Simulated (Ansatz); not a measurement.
```yaml
crystal:
  periodic: [false, false, false]
  atoms:
    - {symbol: S, position_ang: [-0.292967, -3.356834, -2.100846]}
    - {symbol: Zn, position_ang: [-0.503118, -2.860908, 0.021224]}
    - {symbol: Zn, position_ang: [0.926777, -1.530204, -1.936406]}
    - {symbol: S, position_ang: [-0.283690, 0.285036, -0.907792]}
    - {symbol: S, position_ang: [0.719635, -2.192175, 1.854796]}
    - {symbol: Zn, position_ang: [-0.553493, -0.294011, 1.467746]}
    - {symbol: Zn, position_ang: [-2.558487, -0.035287, -0.856430]}
    - {symbol: S, position_ang: [-4.104078, 1.541946, -0.670359]}
    - {symbol: S, position_ang: [-0.945746, 1.895937, 2.234284]}
    - {symbol: Zn, position_ang: [-2.662299, 2.059497, 0.842451]}
    - {symbol: S, position_ang: [3.092467, -0.814386, -1.488070]}
    - {symbol: Zn, position_ang: [2.228910, -0.998011, 0.637856]}
    - {symbol: Zn, position_ang: [2.550095, 1.376715, -1.237143]}
    - {symbol: S, position_ang: [1.831781, 3.402372, -0.967851]}
    - {symbol: Zn, position_ang: [0.646739, 2.309993, 0.561925]}
    - {symbol: Cl, position_ang: [-2.610580, -1.780145, 0.804256]}
    - {symbol: Cl, position_ang: [2.518055, 0.990456, 1.740359]}
basis:
  gaussian: {orbitals: def2-mTZVPP, fitting: {mean_field: def2-universal-jkfit}}
total_charge: 1
magnetization: {spin_polarized: true, initial_magnetization: 1}
hamiltonian: {xc: {name: revPBE}, dispersion: d4}
scf: {omitted_lower_state_checks: [starts]}
output: {forces: true}
```

```sh
$ ansatz run in.yaml --threads 2 --pin off --events-out ev --progress --plain --max-ram 32768MiB --backend cuda --devices 0, --max-vram 18GiB
```

Output, abridged:

```
Functional definition: revPBE
3264 factors; integrals over basis functions are off by at most 9.9e-2 eV
mean field evaluation 1: about -488182.4842 eV, gradient 1.3e2 eV
mean field evaluation 2: about -487970.3396 eV, gradient 3.1e2 eV
mean field evaluation 4: about -488210.6360 eV, gradient 3.7e1 eV
mean field evaluation 8: about -488218.6481 eV, gradient 1.1e1 eV
mean field evaluation 16: about -488219.6264 eV, gradient 4.7e0 eV
mean field -488219.87376612 eV, -17941.7494335888 hartree, gradient 2.2e-5 eV, S^2 0.752522; 0 other end points of the search recorded, 0 dependent functions left out
reference -488219.87384698 eV, -17941.7494365604 hartree; 193, 192 occupied and 314, 315 virtual orbitals, 3264 factors
Total energy: -488223.87263369 eV, -17941.8963892615 hartree
Atom 0 at    -0.292967    -3.356834    -2.100846 Å, force    -0.213078    -0.315635    -0.486695 eV/Å
Atom 1 at    -0.503118    -2.860908     0.021224 Å, force    -0.085999    -0.077990     0.739676 eV/Å
Atom 2 at     0.926777    -1.530204    -1.936406 Å, force     0.400787     0.414676    -0.168956 eV/Å
Atom 3 at    -0.283690     0.285036    -0.907792 Å, force     0.225548     0.052729    -0.441639 eV/Å
Atom 4 at     0.719635    -2.192175     1.854796 Å, force    -0.031536    -0.111267    -0.007162 eV/Å
Atom 5 at    -0.553493    -0.294011     1.467746 Å, force    -0.042743    -0.005284     0.358471 eV/Å
Atom 6 at    -2.558487    -0.035287    -0.856430 Å, force    -0.145217    -0.237575    -0.148061 eV/Å
Atom 7 at    -4.104078     1.541946    -0.670359 Å, force    -0.426279     0.061201    -0.283517 eV/Å
Atom 8 at    -0.945746     1.895937     2.234284 Å, force     0.181979     0.030884     0.022506 eV/Å
Atom 9 at    -2.662299     2.059497     0.842451 Å, force     0.036426     0.301749     0.385579 eV/Å
Atom 10 at     3.092467    -0.814386    -1.488070 Å, force     0.031733     0.029199    -0.148477 eV/Å
Atom 11 at     2.228910    -0.998011     0.637856 Å, force     0.143341    -0.222257     0.146796 eV/Å
Atom 12 at     2.550095     1.376715    -1.237143 Å, force     0.417490    -0.649991    -0.224298 eV/Å
Atom 13 at     1.831781     3.402372    -0.967851 Å, force    -0.078227     0.610054    -0.211157 eV/Å
Atom 14 at     0.646739     2.309993     0.561925 Å, force    -0.366743    -0.093309     0.595559 eV/Å
Atom 15 at    -2.610580    -1.780145     0.804256 Å, force    -0.074721    -0.046014    -0.112138 eV/Å
Atom 16 at     2.518055     0.990456     1.740359 Å, force     0.027240     0.258830    -0.016486 eV/Å
Dipole moment:     0.044590     0.023889    -0.237967 e Å
Checks for a lower state left out: starts
```

Hardware: 2 threads of AMD EPYC 7R13 on a shared host and a share (18 GiB) of an NVIDIA H100 80GB HBM3. Wall time 15 s, peak host memory 1.2 GiB.

The dipole of an ion depends on the origin.
